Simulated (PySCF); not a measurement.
**State search for TlSe**

Unrestricted PBE0; basis Tl def2-TZVPP with ECP60, Se def2-TZVPP; scalar-relativistic core potentials; PySCF 2.14. Outer shells of the fragments: Tl 5d10 6s2 6p1; Se 3d10 4s2 4p4.

Followed along the bond (rough minima from three points):

```tsv
2Ms+1	unpaired	⟨S²⟩ at the start	R at minimum (Å)	Te (eV)
2	π ↑	0.75	2.72	0.00
2	σ ↑	0.76	2.50	0.18
4	σ ↑, π ↑↑	3.76	none in the scan	≤ 2.78
```

Solutions found at the starting distance of 2.545 Å, counted from the lowest of them; the search is not exhaustive and high or unbound solutions are not listed, so other states can lie among these:

| 2Ms+1 | unpaired | term | E (eV) | ⟨S²⟩ | ⟨Lz²⟩ | μ (D) |
| --- | --- | --- | --- | --- | --- | --- |
| 2 | π ↑ | ²Π | 0.00 | 0.75 | 1.01 | -2.68 |
| 2 | σ ↑ | ²Σ⁺ | 0.08 | 0.76 | 0.00 | -4.44 |
| 4 | σ ↑, π ↑↑ | mixed | 2.88 | 3.76 | 2.01 | 0.29 |
| 4 | σ ↑, π ↑↑ | mixed | 3.04 | 3.76 | 2.01 | 0.30 |
| 2 | σ ↑, π ↑↓ | mixed | 3.26 | 1.76 | 2.01 | 0.52 |
| 2 | σ ↓, π ↑↑ | mixed | 3.33 | 1.77 | 2.01 | 0.40 |
| 4 | π ↑↑↑ | ⁴Π | 3.68 | 3.76 | 1.00 | 3.14 |
| 4 | σ ↑↑, π ↑ | ⁴Π | 4.73 | 3.75 | 1.01 | 1.67 |
| 4 | σ ↑, π ↑↑ | ⁴Σ⁻ | 5.39 | 3.75 | 0.00 | 3.79 |

A term symbol is given only where ⟨S²⟩ and ⟨Lz²⟩ are close to those of a pure state; real π, δ and φ orbitals otherwise mix terms. A positive dipole means Tl(−)Se(+).

Compare the gap between the two lowest followed solutions at the starting distance with the gap between their minima.

At PBE0 the second solution (doublet, unpaired electrons σ ↑) lies +0.08 eV from the first (doublet, unpaired electrons π ↑) at 2.545 Å and +0.18 eV at the minima; the two curves relax by different amounts, since their minima lie near 2.50 and 2.72 Å.

These are scalar-relativistic numbers at best; spin–orbit coupling would shift them, the dissociation energy most. Counting both spins, an empty level lies below a filled one in some of these solutions, because spin and occupation are held.
